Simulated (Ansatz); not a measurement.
Isolated molecules relaxed with PBE0-D4/def2-TZVP in Ansatz; ΔE leaves out vibrations. CCSD(T)/CBS adds triple-zeta CCSD(T) − MP2 to the extrapolated MP2 energy (def2 sets, frozen cores). This one scheme is used for every species. DFT in def2-TZVPP. B3LYP here is the variant with VWN-RPA as its local correlation; programs differ in this. For Ge outer-core shells are correlated without core-valence functions, which leaves a few kJ/mol of doubt a bond. Scalar relativity is left out up to krypton. One conformer a species, not always the lowest.

Consider the ligand exchange at a Ge–C bond: `Cl[SiH2][CH2][GeH3]` + `OBF` → `FB[O][GeH3]` + `C[SiH2]Cl`.

Is it downhill or uphill in electronic energy at CCSD(T)/CBS, and by how much? (An estimate is asked.)

Computed: Downhill: ΔE = -30.5 kJ/mol.

What do these levels give: revPBE-D4, PBE-QIDH, B3LYP, LC-ωPBE, SCS-MP2/def2-TZVPP, MP2/CBS(def2)? (An estimate is asked.)

Ansatz gave: revPBE-D4 -28.7, PBE-QIDH -32.7, B3LYP -43.4, LC-ωPBE -35.5, SCS-MP2/def2-TZVPP -38.9, MP2/CBS(def2) -29.0 kJ/mol.

Largest T1 diagnostic among the species: 0.013.

In def2-TZVPP, CCSD(T) changes the Hartree–Fock value by +20.6 kJ/mol (the triples alone add +2.0 kJ/mol) and MP2 by +22.1 kJ/mol. Leaving LDA and LC-ωPBE aside and taking each functional with its dispersion term where it has one, the values, not all of them listed here, spread over 14.3 kJ/mol, from B97M-V to PBE-D4. LDA lies +6.2 kJ/mol from PBE without D4. At CCSD(T), def2-SVP lies −5.2 kJ/mol from the extrapolated value and def2-TZVPP −3.4 kJ/mol.
